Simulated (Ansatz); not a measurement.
```yaml
crystal:
  periodic: [false, false, false]
  atoms:
    - {symbol: C, position_ang: [0.229538, -0.855348, 1.995396]}
    - {symbol: C, position_ang: [0.690934, -1.102707, 0.561772]}
    - {symbol: C, position_ang: [0.285756, -0.017087, -0.369437]}
    - {symbol: N, position_ang: [1.002571, 1.034323, -0.682890]}
    - {symbol: C, position_ang: [0.221640, 1.788763, -1.515092]}
    - {symbol: C, position_ang: [-0.986748, 1.188316, -1.710664]}
    - {symbol: N, position_ang: [-0.931652, 0.035475, -0.971359]}
    - {symbol: H, position_ang: [-0.860058, -0.800230, 2.059895]}
    - {symbol: H, position_ang: [0.633937, 0.087829, 2.366924]}
    - {symbol: H, position_ang: [0.565164, -1.657328, 2.656620]}
    - {symbol: H, position_ang: [1.779962, -1.165188, 0.528032]}
    - {symbol: H, position_ang: [0.304313, -2.062881, 0.203800]}
    - {symbol: H, position_ang: [0.573728, 2.719707, -1.931811]}
    - {symbol: H, position_ang: [-1.850175, 1.459842, -2.294686]}
    - {symbol: H, position_ang: [-1.658908, -0.653475, -0.896501]}
basis:
  gaussian: {orbitals: def2-TZVPP, fitting: {mean_field: cc-pVTZ-jkfit}}
total_charge: 1
magnetization: {spin_polarized: true, initial_magnetization: 1}
hamiltonian: {xc: {name: r2SCAN50}, dispersion: d3bjatm}
output: {forces: true}
```

```sh
$ ansatz run in.yaml --threads 2 --pin off --events-out ev --progress --plain --max-ram 32768MiB --backend cuda --devices 0, --max-vram 18GiB
```

Output, abridged:

```
Functional definition: r2SCAN50
793 factors; integrals over basis functions are off by at most 7.0e-1 eV
mean field evaluation 1: about -8273.6811 eV, gradient 4.8e1 eV
mean field evaluation 2: about -8276.2946 eV, gradient 4.1e1 eV
mean field evaluation 4: about -8283.6911 eV, gradient 2.6e0 eV
mean field evaluation 8: about -8283.7403 eV, gradient 2.0e-1 eV
mean field evaluation 16: about -8283.7414 eV, gradient 4.8e-4 eV
mean field -8283.74136514 eV, -304.4218802473 hartree, gradient 4.4e-5 eV, S^2 0.774130; 0 other end points of the search recorded, 0 dependent functions left out
reference -8283.74137393 eV, -304.4218805704 hartree; 26, 25 occupied and 303, 304 virtual orbitals, 793 factors
Total energy: -8283.86241773 eV, -304.4263288481 hartree
Atom 0 at     0.229538    -0.855348     1.995396 Å, force    -0.322559     0.431846     0.329799 eV/Å
Atom 1 at     0.690934    -1.102707     0.561772 Å, force     0.306411    -0.202756    -0.540634 eV/Å
Atom 2 at     0.285756    -0.017087    -0.369437 Å, force    -0.262383    -0.842564     0.677790 eV/Å
Atom 3 at     1.002571     1.034323    -0.682890 Å, force    -0.841306     2.149947    -1.718378 eV/Å
Atom 4 at     0.221640     1.788763    -1.515092 Å, force     4.134322     0.050973     1.879789 eV/Å
Atom 5 at    -0.986748     1.188316    -1.710664 Å, force    -2.339764    -3.073854     0.765623 eV/Å
Atom 6 at    -0.931652     0.035475    -0.971359 Å, force    -0.779163     1.163827    -1.101210 eV/Å
Atom 7 at    -0.860058    -0.800230     2.059895 Å, force     0.356262    -0.059823    -0.006691 eV/Å
Atom 8 at     0.633937     0.087829     2.366924 Å, force    -0.098917    -0.333352    -0.081791 eV/Å
Atom 9 at     0.565164    -1.657328     2.656620 Å, force    -0.059986     0.261346    -0.417474 eV/Å
Atom 10 at     1.779962    -1.165188     0.528032 Å, force    -0.330202     0.127055    -0.015235 eV/Å
Atom 11 at     0.304313    -2.062881     0.203800 Å, force     0.014712     0.397802     0.041430 eV/Å
Atom 12 at     0.573728     2.719707    -1.931811 Å, force    -0.090958    -0.231506     0.116556 eV/Å
Atom 13 at    -1.850175     1.459842    -2.294686 Å, force     0.190062    -0.000743     0.105949 eV/Å
Atom 14 at    -1.658908    -0.653475    -0.896501 Å, force     0.123468     0.161801    -0.035523 eV/Å
Dipole moment:    -0.804793     0.062527    -0.583814 e Å
```

Hardware: 2 threads of an AMD EPYC 7R13 on a shared host and a share of an NVIDIA H100 80 GB. Wall time 13 s, peak host memory 0.92 GiB.
